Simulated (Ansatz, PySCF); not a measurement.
CH₄FGaO, SMILES C[O][GaH][F]. Atoms are numbered in the order given.

```xyz
8

Ga    -0.2897     0.2805     0.2915
H     -1.6964    -0.1365     0.7932
F      0.4111     1.8257     0.7278
O      0.7945    -0.6683    -0.7463
C      0.5218    -1.9483    -1.2654
H      0.5504    -1.9248    -2.3697
H      1.2892    -2.6673    -0.9264
H     -0.4669    -2.3491    -0.9655
```
Charge 0, spin multiplicity 1.

Geometry: B3LYP-D3(BJ)/def2-SVP. The structure was generated by enumeration; whether it is a known compound was not checked. Other conformers were not sampled.

Two levels are set side by side: PBE-D3(BJ)/def2-SVP (Ansatz, a first-principles code) and B3LYP-D3(BJ)/def2-SVP (Ansatz). Each level has its own optimised geometry; the coordinates shown are those of the second. Frequencies come from the Hessian of PySCF at each geometry. Differences are taken from unrounded values.

| quantity | B3LYP-D3(BJ) |
|---|---|
| mean bond length (Å) | 1.401 |
| bond Ga1–F3 (Å) | 1.752 |
| bond Ga1–O4 (Å) | 1.776 |
| bond O4–C5 (Å) | 1.408 |
| bond Ga1–H2 (Å) | 1.551 |
| bond C5–H6 (Å) | 1.105 |
| bond C5–H7 (Å) | 1.105 |
| bond C5–H8 (Å) | 1.108 |
| highest harmonic wavenumber (cm⁻¹) | 3067 |
| mean harmonic wavenumber (cm⁻¹) | 1223 |
| zero-point energy (kcal/mol) | 31.46 |

Problem. What does PBE-D3(BJ) give, and how far is it from B3LYP-D3(BJ)? (An estimate is asked for; the answer gives what the named calculation found.)

Solution. 
```json
[
 {"quantity": "mean bond length (Å)", "PBE-D3(BJ)": "1.410", "PBE-D3(BJ) minus B3LYP-D3(BJ)": "0.010"},
 {"quantity": "bond Ga1–F3 (Å)", "PBE-D3(BJ)": "1.763", "PBE-D3(BJ) minus B3LYP-D3(BJ)": "0.011"},
 {"quantity": "bond Ga1–O4 (Å)", "PBE-D3(BJ)": "1.791", "PBE-D3(BJ) minus B3LYP-D3(BJ)": "0.015"},
 {"quantity": "bond O4–C5 (Å)", "PBE-D3(BJ)": "1.414", "PBE-D3(BJ) minus B3LYP-D3(BJ)": "0.006"},
 {"quantity": "bond Ga1–H2 (Å)", "PBE-D3(BJ)": "1.560", "PBE-D3(BJ) minus B3LYP-D3(BJ)": "0.009"},
 {"quantity": "bond C5–H6 (Å)", "PBE-D3(BJ)": "1.113", "PBE-D3(BJ) minus B3LYP-D3(BJ)": "0.008"},
 {"quantity": "bond C5–H7 (Å)", "PBE-D3(BJ)": "1.113", "PBE-D3(BJ) minus B3LYP-D3(BJ)": "0.008"},
 {"quantity": "bond C5–H8 (Å)", "PBE-D3(BJ)": "1.117", "PBE-D3(BJ) minus B3LYP-D3(BJ)": "0.008"},
 {"quantity": "highest harmonic wavenumber (cm⁻¹)", "PBE-D3(BJ)": "3002", "PBE-D3(BJ) minus B3LYP-D3(BJ)": "-65"},
 {"quantity": "mean harmonic wavenumber (cm⁻¹)", "PBE-D3(BJ)": "1187", "PBE-D3(BJ) minus B3LYP-D3(BJ)": "-35"},
 {"quantity": "zero-point energy (kcal/mol)", "PBE-D3(BJ)": "30.55", "PBE-D3(BJ) minus B3LYP-D3(BJ)": "-0.91"}
]
```

Exact exchange shortens and stiffens bonds; PBE has none. Differences between two approximate levels are no errors against the true value.
